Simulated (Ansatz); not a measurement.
`FC(F)(F)[SiH3]` and `O=C(O)C(F)(F)F` differ in one atom or group.

Ansatz, PBE0-D4/def2-TZVP geometries, multiplicity 1. Each molecule was computed in one conformer, which needn't be the lowest.

```tsv
property	`FC(F)(F)[SiH3]`
HOMO energy (B3LYP/def2-TZVPP) / eV	-9.43
HOMO–LUMO gap (PBE0/def2-TZVPP) / eV	9.70
ideal-gas entropy at 298 K and 1 bar (rigid rotor, harmonic PBE0-D4/def2-TZVP) / J/(mol·K)	313
HOMO–LUMO gap (ωB97M-V/def2-TZVPP) / eV	13.65
HOMO energy (ωB97M-V/def2-TZVPP) / eV	-11.94
size of the dipole moment (PBE/def2-TZVPP) / D	1.91
```

Give the same properties after the change, and the shifts. (Best estimate.)

Computed: 
```csv
property,`O=C(O)C(F)(F)F`,shift
HOMO energy (B3LYP/def2-TZVPP) / eV,-8.97,0.46
HOMO–LUMO gap (PBE0/def2-TZVPP) / eV,8.13,-1.57
"ideal-gas entropy at 298 K and 1 bar (rigid rotor, harmonic PBE0-D4/def2-TZVP) / J/(mol·K)",338,25
HOMO–LUMO gap (ωB97M-V/def2-TZVPP) / eV,12.97,-0.68
HOMO energy (ωB97M-V/def2-TZVPP) / eV,-11.65,0.29
size of the dipole moment (PBE/def2-TZVPP) / D,2.14,0.23
```

With PBE0 the HOMO rises by 0.42 eV and the LUMO falls by 1.14 eV, so the gap narrows by about 1.56 eV. PBE moves the HOMO by 0.63 eV and ωB97M-V by 0.29 eV. Dipoles are sizes alone; their direction can turn. Modes under 60 cm⁻¹, often nearly free rotors, make the harmonic entropy too high.

B3LYP here is the variant with VWN-RPA as its local correlation; programs differ in this.
